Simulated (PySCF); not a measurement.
A PySCF script (with the pyscf-properties extension) for the NMR shieldings of `C#CB[SiH2]OC`, C3H7BOSi, on a GFN2-xTB geometry:

```python
import basis_set_exchange as bse
import numpy as np
from pyscf import gto, dft
from pyscf.prop import nmr

atoms = """
C     3.891561   -0.247063   -0.161475
C     2.725349   -0.560373   -0.209665
B     1.288455   -0.955748   -0.266858
Si   -0.077508    0.436187   -0.140628
O    -1.490164   -0.367487   -0.316970
C    -2.777812    0.159310   -0.285818
H     4.906264    0.027915   -0.117907
H     1.044775   -2.096711   -0.381273
H    -0.016304    1.517588   -1.152421
H    -0.121145    1.202983    1.127400
H    -3.485471   -0.655899   -0.443824
H    -2.980834    0.630968    0.679022
H    -2.911553    0.908817   -1.069806
"""
names = dict.fromkeys(["C", "B", "Si", "O", "H"], "pcSseg-1")
basis = {el: gto.basis.parse(bse.get_basis(n, elements=[el], fmt="nwchem")) for el, n in names.items()}
mol = gto.M(atom=atoms, basis=basis, charge=0, verbose=0)
mf = dft.RKS(mol, xc="PBE0")
mf.grids.level = 2
mf.grids.alignment = dft.numint.BLKSIZE   # the property module wants whole blocks of grid points
mf.conv_tol = 1e-9
mf.kernel()

calc = nmr.RKS(mf)   # GIAO
C = mf.mo_coeff
Co = C[:, mf.mo_occ > 0]
resp = mf.gen_response(singlet=True, hermi=2)
def vind(x):   # induced exchange potential for any number of trial vectors
    d = np.einsum("pi,xij,qj->xpq", C, 2 * x.reshape(-1, C.shape[1], Co.shape[1]), Co, optimize=True)
    return np.einsum("xpq,pi,qj->xij", resp(d - d.transpose(0, 2, 1)), C, Co, optimize=True).ravel()
mo1, _ = nmr.rhf.solve_mo1(calc, with_cphf=vind)
sigma = calc.kernel(mo1)
for i, s in enumerate(sigma):   # ppm
    print("%2d %-2s %9.2f" % (i, mol.atom_pure_symbol(i), np.trace(s) / 3))
```

Task: What are the results?

Result: 
```
 0 C      13.12
 1 C      85.22
 2 B       5.64
 3 Si    377.19
 4 O     351.17
 5 C     131.38
 6 H      24.22
 7 H      22.90
 8 H      26.55
 9 H      26.55
10 H      27.67
11 H      28.07
12 H      28.09
```

These numbers come from an equivalent density-fitted implementation of the same equations, which agrees with the script to about 0.01 ppm for H and up to a few tenths of a ppm for heavy atoms, so last digits may differ.

Size and cost of the density-fitted run: 144 basis functions, 36 s wall time on 1 thread of an Arm Neoverse N1, shared host; peak memory 0.7 GiB.
